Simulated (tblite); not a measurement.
C6H13OP.
Structure used (GFN2-xTB), in Å, numbered top down from 1:
```xyz
21
C6H13OP angstrom
C     -3.5498    0.6211    0.1508
O     -2.2444    0.3155   -0.2592
C     -1.8311   -0.9916    0.0668
C     -0.3683   -1.0670   -0.3393
P      0.3450    0.6308   -0.0139
C      2.0576    0.2287   -0.5662
C      3.0604   -0.1631    0.4822
C      3.1744    1.1610   -0.1963
H     -4.2819   -0.0139   -0.3640
H     -3.7252    1.6630   -0.1093
H     -3.6672    0.4889    1.2332
H     -1.9402   -1.1554    1.1494
H     -2.4508   -1.7364   -0.4561
H     -0.2624   -1.3180   -1.3966
H      0.1685   -1.8091    0.2550
H     -0.0407    1.1876   -1.2352
H      2.1319   -0.2723   -1.5273
H      3.7808   -0.9317    0.2442
H      2.7341   -0.1761    1.5119
H      2.9288    2.0456    0.3725
H      3.9716    1.3092   -0.9098
```

Calculated harmonic vibrations of the isolated species, GFN2-xTB (tblite), most abundant isotopes, no scaling. The method is semi-empirical: single wavenumbers can be off by several per cent or more. Modes of hydrogen on phosphorus can be 10 to 20 % off. One conformer, not necessarily the lowest.

Harmonic wavenumbers (cm⁻¹): 43.4, 49.9, 87.5, 97.1, 138.9, 183.7, 224.4, 271.7, 302.6, 335.2, 504.9, 659.8, 720.6, 723.2, 802.0, 819.6, 871.0, 874.5, 970.0, 975.9, 996.6, 998.9, 1037.6, 1059.2, 1067.2, 1071.1, 1089.6, 1122.6, 1131.7, 1138.1, 1152.7, 1182.1, 1201.6, 1217.5, 1243.0, 1329.9, 1339.3, 1405.2, 1436.0, 1438.7, 1467.5, 1481.0, 1486.6, 1496.1, 2285.4, 2843.5, 2878.7, 2898.7, 2922.0, 2955.8, 2968.0, 2985.4, 3031.1, 3077.3, 3078.7, 3081.1, 3097.4.

A = 5224, B = 729.2, C = 676.7 MHz; mass 132.070 u (most abundant isotopes); point group C1, symmetry number 1.

Q: Zero-point energy?

A: ½Σν̃ = 38674 cm⁻¹ = 110.58 kcal/mol.

Q: What is S at 298.15 K and 1 bar for an ideal gas of classical rigid rotors and harmonic oscillators?

A: Translation 40.57, rotation 29.21, vibration 31.95: S = 101.7 cal/(mol K).

Q: And Cp and H(298.15 K) − H(0)?

A: Cp = 38.27 cal/(mol K), of which vibrations give 30.32 (their classical limit is 57 R = 113.3); H(298.15 K) − H(0) = 7.11 kcal/mol without the zero-point energy, 4.74 from vibrations.

Q: Which modes carry the vibrational entropy at 298.15 K?

A: 43.4 cm⁻¹: 5.10; 49.9 cm⁻¹: 4.82; 87.5 cm⁻¹: 3.72; 97.1 cm⁻¹: 3.51; 138.9 cm⁻¹: 2.82; 183.7 cm⁻¹: 2.29 cal/(mol K); the other 51 give 9.70 together.

Q: What must be added to the electronic energy to get the Gibbs energy at 298.15 K and 1 bar?

A: ZPE + [H(298.15 K) − H(0)] − T·S = 110.58 + 7.11 − 30.33 = 87.36 kcal/mol.

Hindered rotation and anharmonicity are outside this model. Other conformers, if any are populated, would add a mixing term that is left out. The structure is chiral; the term R ln 2 for an equal mix with its mirror image is left out.

The run took 0.63 s of wall time on Intel Xeon 6975P-C, one thread, on a shared host. This covers the Hessian and the dipole derivatives.
